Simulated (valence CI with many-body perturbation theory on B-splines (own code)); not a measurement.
## Pm29+ in brief

Level of theory: configuration interaction combined with many-body perturbation theory (CI+MBPT): four valence electrons over a frozen Dirac-Fock core [Ar] 3d10, radial functions for each j: 11 s, 11 p, 10 d, 8 f, 5 g, 2 h, with the one-electron correlation potential Σ1 (screened to all orders), the two-electron term Σ2, the three-electron term Σ3, Breit, model QED; selected single and double excitations, second order for the rest, scaled by the run's own slope (own B-spline code, finite nucleus).

No measured spectrum was set against this ion. As an estimate, large intervals hold to a few tenths of a per cent, small ones and those within an open d or f shell to about a per cent. Among the levels kept, up to 330 cm⁻¹ of a level comes from second order outside the variational space, and about a tenth of that is noise between levels of different J, which matters for small intervals.

Levels are named by their leading jj configuration (3d3/2^4 stands for four electrons in 3d with j = 3/2), which in mixed levels can hold well under half, so a name can repeat and another be missing.

Rates and lifetimes use the calculated energies. Strong lines usually hold to 10 to 20 %, long lifetimes can be off by a factor of two.

Task: What is the ground level?

Result: (4s^2 4p1/2^2) J=0, composition 73 % 4s²4p² ³P + 26 % 4s²4p² ¹S.

Task: How well does LS coupling describe the low levels?

Result: Among the lowest 20 levels the leading LS term, summed over configurations, holds 63 % on average. For single configurations the figures are 59 % in LS and 85 % in jj coupling. Terms mix most in the J = 1 level at 143.09 eV, where the leading one holds 35 %.

Task: Name the longest-lived excited levels whose lifetime is computed, and their main decay.

Result: (4s^2 4p1/2 4p3/2) J=2 at 33.23 eV lives 430 μs, mostly by E2 to (4s^2 4p1/2^2) J=0; (4s^2 4p3/2 4d5/2) J=4 at 180.05 eV lives 5.96 μs, mostly by M1 to (4s^2 4p1/2 4d5/2) J=3; (4s^2 4p1/2 4p3/2) J=1 at 30.10 eV lives 5.27 μs, mostly by M1 to (4s^2 4p1/2^2) J=0.

Task: Among levels below 373.61 eV, which E1 lines absorb most strongly from the ground level?

Result: to (4s^2 4p1/2 4d3/2) J=1 at 8.056 nm, f = 1.36; to (4s 4p1/2^2 4p3/2) J=1 at 11.75 nm, f = 0.446; to (4s 4p1/2 4p3/2^2) J=1 at 8.665 nm, f = 0.222.

Task: Where does the other parity begin?

Result: At (4s 4p1/2^2 4p3/2) J=2, 94.65 eV.
